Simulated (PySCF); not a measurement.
silylarsine (AsH5Si), SMILES [SiH3][AsH2].

Coordinates come from a PBE0-D3(BJ)/def2-TZVP optimisation.

Computed with TDA-PBE/def2-SVPD in PySCF 2.14.0.

Vertical excitations. Gas-phase values at a fixed geometry. State labels are in the subgroup Cs.

Question: List the lowest excited states. (The exact figures need the calculation; the answer reports its results.)

Answer: 
```json
[
 {"state": "S1", "symmetry": "A'", "energy (eV)": "6.01", "λ (nm)": "206", "f": "0.048", "main pairs": "HOMO→LUMO+1 95 %"},
 {"state": "S2", "symmetry": "A'", "energy (eV)": "6.33", "λ (nm)": "196", "f": "0.184", "main pairs": "HOMO→LUMO 75 %"},
 {"state": "S3", "symmetry": "A\"", "energy (eV)": "6.34", "λ (nm)": "196", "f": "0.012", "main pairs": "HOMO→LUMO+2 92 %"},
 {"state": "S4", "symmetry": "A\"", "energy (eV)": "6.82", "λ (nm)": "182", "f": "0.007", "main pairs": "HOMO→LUMO+4 94 %"},
 {"state": "S5", "symmetry": "A'", "energy (eV)": "6.85", "λ (nm)": "181", "f": "0.021", "main pairs": "HOMO→LUMO+3 82 %"},
 {"state": "S6", "symmetry": "A'", "energy (eV)": "7.26", "λ (nm)": "171", "f": "0.006", "main pairs": "HOMO−1→LUMO+1 78 %, HOMO−1→LUMO 18 %"},
 {"state": "S7", "symmetry": "A'", "energy (eV)": "7.40", "λ (nm)": "168", "f": "0.127", "main pairs": "HOMO→LUMO+5 54 %, HOMO−1→LUMO 34 %"},
 {"state": "S8", "symmetry": "A\"", "energy (eV)": "7.55", "λ (nm)": "164", "f": "0.026", "main pairs": "HOMO−1→LUMO+2 55 %, HOMO−2→LUMO 31 %"},
 {"state": "S9", "symmetry": "A'", "energy (eV)": "7.67", "λ (nm)": "162", "f": "0.162", "main pairs": "HOMO→LUMO+5 37 %, HOMO−1→LUMO 25 %, HOMO−2→LUMO+2 9 %, HOMO−1→LUMO+1 7 %"},
 {"state": "S10", "symmetry": "A\"", "energy (eV)": "7.74", "λ (nm)": "160", "f": "0.004", "main pairs": "HOMO−2→LUMO 65 %, HOMO−1→LUMO+2 16 %"},
 {"state": "T1", "symmetry": "A'", "energy (eV)": "5.27", "λ (nm)": "235", "f": "0", "main pairs": "HOMO→LUMO 97 %"},
 {"state": "T2", "symmetry": "A\"", "energy (eV)": "5.55", "λ (nm)": "224", "f": "0", "main pairs": "HOMO→LUMO+2 96 %"},
 {"state": "T3", "symmetry": "A'", "energy (eV)": "5.66", "λ (nm)": "219", "f": "0", "main pairs": "HOMO→LUMO+1 98 %"},
 {"state": "T4", "symmetry": "A\"", "energy (eV)": "6.49", "λ (nm)": "191", "f": "0", "main pairs": "HOMO→LUMO+4 95 %"}
]
```
Triplets are in the Tamm–Dancoff approximation.
